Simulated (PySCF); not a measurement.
An unknown is described by computed data only.

Formula: C5H3FOS.

* Rotational structure: rotational constants A, B, C: 3.000, 1.616, 1.050 GHz [GFN2-xTB]
* Polarisability: 81.7 au [B3LYP/def2-SVPD]
* UV, strongest line: among the 8 lowest singlet transitions: S2 at 4.75 eV (261 nm, f = 0.225) [TDDFT B3LYP/def2-SVPD]
* Triplet: lowest triplet excitation (Tamm–Dancoff): 3.07 eV [TDA B3LYP/def2-SVPD]
* Dipole: 5.11 D [B3LYP/def2-SVPD]
* 13C NMR: chemical shifts (computed TMS as zero) by class: 173.1 (1 C), 167.2 (1 C), 142.3 (1 C), 141.4 (1 C), 123.1 (1 C) ppm [GIAO PBE0/pcSseg-1]
* UV, first state: lowest singlet excitation: 3.74 eV (331 nm, f = 0.000) [TDDFT B3LYP/def2-SVPD]
* 1H NMR: chemical shifts (computed TMS as zero) by class: 7.42 (1 H), 7.26 (1 H), 7.18 (1 H) ppm [GIAO PBE0/pcSseg-1]

The electronic properties come from PySCF, for the isolated species, density fitting. Levels stand in brackets. Isolated species at its GFN2-xTB geometry, gas phase. NMR classes are plain means over equivalent atoms (diastereotopic ones count apart unless rotation or inversion swaps them), as if these changed places fast.

Question: Propose a structure and show how it fits.

Answer: Numbering: `[O:1]=[c:2]1[cH:3][cH:4][s:5][cH:6][c:7]1[F:8]`. Its formula, C5H3FOS, gives 4 degrees of unsaturation: 1 ring and 3 π bonds in the structure found (Kekulé form). 5 carbons fall into 5 classes; from least to most shielded: ring carbonyl carbon [C2] (173.1 ppm), unsaturated ring carbon [C7] (167.2 ppm), unsaturated ring CH carbon [C3] (142.3 ppm), unsaturated ring CH carbon [C4] (141.4 ppm), unsaturated ring CH carbon [C6] (123.1 ppm). Hydrogen classes from least to most shielded: 1 H on an unsaturated ring CH carbon, C4 (7.42 ppm), 1 H on an unsaturated ring CH carbon, C3 (7.26 ppm), 1 H on an unsaturated ring CH carbon, C6 (7.18 ppm). S1 is mainly HOMO−1→LUMO (weight 0.99); the largest Löwdin shares of the orbital it empties are 0.69 on the carbonyl oxygen, 0.12 on the ring carbonyl carbon, 0.07 on an unsaturated ring CH carbon and 0.07 on the unsaturated ring carbon, of the orbital it fills 0.21 on the carbonyl oxygen, 0.18 on the ring carbonyl carbon, 0.16 on an unsaturated ring CH carbon and 0.16 on the ring sulfur. The optimised geometry has point group Cs and is an asymmetric top. Structure: `O=c1ccscc1F`. Computed isomers that give other values at the same levels: `O=C(F)c1cccs1` (13C chemical shifts (computed TMS as zero) by class: 159.9 (1 C), 147.8 (1 C), 143.8 (1 C), 137.9 (1 C), 132.5 (1 C) ppm); `O=C(F)c1ccsc1` (13C chemical shifts (computed TMS as zero) by class: 160.3 (1 C), 147.8 (1 C), 135.8 (1 C), 135.1 (1 C), 133.3 (1 C) ppm). The assignments are read from this structure; whether some other isomer fits the data as well wasn't checked.
